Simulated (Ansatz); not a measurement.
Single points on Ga4F4.

```yaml
crystal:
  periodic: [false, false, false]
  atoms:
    - {symbol: Ga, position_ang: [1.390875, -0.001799, -1.405931]}
    - {symbol: Ga, position_ang: [0.849743, 0.975524, 1.480258]}
    - {symbol: Ga, position_ang: [-2.221633, 1.005802, -0.760886]}
    - {symbol: Ga, position_ang: [-0.818993, -2.329962, 0.653753]}
    - {symbol: F, position_ang: [2.255481, 0.982199, 0.081561]}
    - {symbol: F, position_ang: [-1.921990, -0.832123, -0.055321]}
    - {symbol: F, position_ang: [-0.239526, 1.224887, -0.478406]}
    - {symbol: F, position_ang: [0.706043, -1.024528, 0.484982]}
basis:
  gaussian: {orbitals: def2-TZVP, initial_orbitals: start.molden}
correlation: {method: mp2}
scf: {omitted_lower_state_checks: [starts]}
output: {orbitals: {seedname: orbitals}}
```

The file start.molden holds the orbitals of an earlier run on this structure, at another level or in another basis.

```sh
$ ansatz run in.yaml --threads 4 --pin off --events-out ev --progress --plain --max-ram 4787MiB
```

Shortened log:

```
Functional definition: HF
2117 factors; integrals over basis functions are off by at most 1.0e-3 eV
mean field evaluation 1: about -220170.5170 eV, gradient 5.2e1 eV
mean field evaluation 2: about -220172.9205 eV, gradient 2.9e0 eV
mean field evaluation 4: about -220173.2753 eV, gradient 1.8e0 eV
mean field evaluation 8: about -220173.2804 eV, gradient 3.8e-4 eV
mean field -220173.28038530 eV, -8091.2188153501 hartree, gradient 6.4e-6 eV, S^2 0.000000; 0 other end points of the search recorded, 0 dependent functions left out
40 core orbitals not correlated: weight in the atoms' cores, before any rotation towards them, 1.000 or more for the frozen orbitals, at most 0.000 for the correlated occupied ones
reference -220173.28038530 eV, -8091.2188153501 hartree; 40, 40 occupied and 236, 236 virtual orbitals, 2117 factors
second order -50.12202593 eV of doubles, -0.00000000 eV of singles
Total energy: -220223.40241123 eV, -8093.0607658291 hartree
Checks for a lower state left out: starts
```

Hardware: 4 threads of Arm Neoverse V1 on a shared host. Wall time 19 s, peak host memory 1.4 GiB.

As the first input, with `hamiltonian: {xc: pbe0, dispersion: d4}` and without the key `correlation` (abridged; 20 s):

```
Functional definition: PBE0
mean field -220354.26481469 eV, -8097.8698704547 hartree, gradient 6.8e-5 eV, S^2 0.000000
Total energy: -220354.61578544 eV, -8097.8827683917 hartree
Checks for a lower state left out: starts
```

As the first input, with `gaussian: {orbitals: def2-SVP, initial_orbitals: start.molden}`, `hamiltonian: {xc: pbe0, dispersion: d4}` and without the key `correlation` (abridged; 6.5 s):

```
Functional definition: PBE0
mean field -220314.39857490 eV, -8096.4048131647 hartree, gradient 1.1e-5 eV, S^2 0.000000
Total energy: -220314.74954612 eV, -8096.4177111189 hartree
Checks for a lower state left out: starts
```

The first input with `hamiltonian: {xc: {name: B3LYP}, dispersion: d4}` and without the key `correlation` (abridged; 17 s):

```
Functional definition: B3LYP
mean field -220398.18864663 eV, -8099.4840415059 hartree, gradient 1.9e-5 eV, S^2 0.000000
Total energy: -220398.86335619 eV, -8099.5088366249 hartree
Checks for a lower state left out: starts
```

Geometry: r2SCAN-D4/def2-SVP.

B3LYP takes the VWN-RPA correlation. Correlated methods freeze 40 core orbitals; core or outer-core shells of Ga are correlated, in sets that lack core-valence functions. Another isomer (singlet) lies 0.10 eV lower at PBE0-D4/def2-TZVP; other spin states weren't run for this one.
